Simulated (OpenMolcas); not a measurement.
## How basis sets differ on GeF3 (SMILES [F][Ge]([F])[F])

GeF3 has 4 atoms, charge 0, and is taken as a doublet. As SMILES, `[F][Ge]([F])[F]`. The shape is that of a PBE0-D4/def2-TZVP optimisation.

Each level gives the dipole moment (D). The values are calculated.

```tsv
level	kind	program	value (D)	CPU time
UHF/STO-3G	Hartree–Fock	OpenMolcas	1.64	1.6 s
UHF/3-21G	Hartree–Fock	OpenMolcas	3.11	2.5 s
UHF/ANO-S-VDZP (Cholesky decomposition)	Hartree–Fock	OpenMolcas	2.92	11 s
UHF/def2-SVP	Hartree–Fock	OpenMolcas	2.78	5.5 s
ROHF/6-311G** (RICD fitting)	Hartree–Fock	OpenMolcas	2.87	9.2 s
```

All-electron rows without a relativistic Hamiltonian named are non-relativistic. The values span 1.64 to 3.11 D. Sets without polarisation functions give poor dipoles. Without the sets that lack polarisation functions the rows with a basis span only 2.78 to 2.92 D. Times are those of the runs behind each value, whatever else they computed, on shared processors of several kinds: orders of magnitude only.
